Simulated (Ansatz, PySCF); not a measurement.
F₂HS, SMILES F[SH+]F, charge +1.

Geometry: PBE0-D3(BJ)/def2-TZVP. The isomer is the one that the SMILES or the coordinates give; other isomers of the formula were not compared.

Vertical ionisation energy (IE) and electron affinity (EA) in eV. Rows of orbital energies are one-electron estimates. Where ΔSCF, EOM or ADC give a negative EA the extra electron is unbound and the value depends on the basis.

| level | IE | EA |
|---|---|---|
| −ε(HOMO), −ε(LUMO), CAM-B3LYP/def2-TZVPD (PySCF) | ? | ? |
| −ε(HOMO), −ε(LUMO), PBE/def2-TZVPD (PySCF) | 16.18 | 10.36 |
| ΔSCF, PBE0/def2-TZVPD (Ansatz), final states of multiplicity 2 and 2 | 20.87 | 6.57 |
| ΔSCF, PBE/def2-TZVPD (Ansatz), final states of multiplicity 2 and 2 | 20.47 | 6.51 |

**Question.** Complete the blanks. (An estimate is asked for; the answer gives what the named calculation found.)

**Answer.** 
- −ε(HOMO), −ε(LUMO), CAM-B3LYP/def2-TZVPD (PySCF), IE: 19.31
- −ε(HOMO), −ε(LUMO), CAM-B3LYP/def2-TZVPD (PySCF), EA: 8.00

**Question.** What vertical singlet–triplet gap does ΔSCF give with PBE0/def2-TZVPD (Ansatz, a quantum-chemistry and plane-wave program) and with PBE/def2-TZVPD (Ansatz)? (Estimate from the structure and the level; the computed values follow.)

**Answer.** 5.45 and 5.26 eV (triplet above singlet where positive).
